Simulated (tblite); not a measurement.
**Question.** What does the GFN2-xTB structure of `CCC[Si@@H](F)P([SiH3])[SiH3]` look like in three dimensions?

**Answer.** 
Z-matrix in Å and degrees, rows numbered from 1:
```
C 
C   1  1.5240
C   2  1.5258  1  111.76
Si  3  1.8940  2  112.95  1  -178.76
F   4  1.6174  3  107.91  2    62.52
P   4  2.2198  3  110.25  2   178.27
Si  6  2.2249  4  100.58  3    75.65
Si  6  2.2279  4  100.22  3  -178.98
H   1  1.0879  2  110.45  3    60.38
H   1  1.0876  2  110.63  3  -179.56
H   1  1.0883  2  110.46  3   -59.46
H   2  1.0917  1  109.35  3   121.31
H   2  1.0913  1  109.54  3  -121.18
H   3  1.0928  2  109.05  1   -57.57
H   3  1.0916  2  109.31  1    58.34
H   4  1.4629  3  113.48  2   -48.84
H   7  1.4607  6  106.61  4   170.73
H   7  1.4664  6  113.48  4    49.99
H   7  1.4623  6  107.32  4   -70.49
H   8  1.4587  6  107.10  4    70.90
H   8  1.4624  6  106.30  4  -169.74
H   8  1.4667  6  112.28  4   -50.12
```

Si4 (fluorine-bound silicon) is distorted tetrahedral (angles from 101.3° to 116.6°). Si7 (SiH3 silicon) is distorted tetrahedral (angles from 106.6° to 113.5°). P6 (three-coordinate phosphorus) is pyramidal (angles 102.9°, 100.6° and 100.2°, sum 303.7°, 1.00 Å off the plane of its three neighbours).

Structure optimised with GFN2-xTB, isolated species.

Point group: C1 (no symmetry element, even within 0.4 Å). Its GFN2-xTB frequencies are all real (lowest 21 cm⁻¹). The numbers are those of one conformer (C1–C2–C3–Si4 -179°, C2–C3–Si4–F5 63°, C3–Si4–P6–Si7 76°). 3 starts were optimised and ended at 0.00, 0.00 and 0.16 kcal/mol (GFN2-xTB); the lowest of these is shown.

Hardware: an Arm Neoverse N1 with one thread, shared host with 64 logical CPUs at a one-minute load of 61. Cost: 1.4 s of wall time. This is the geometry optimisation.

These are computed values.
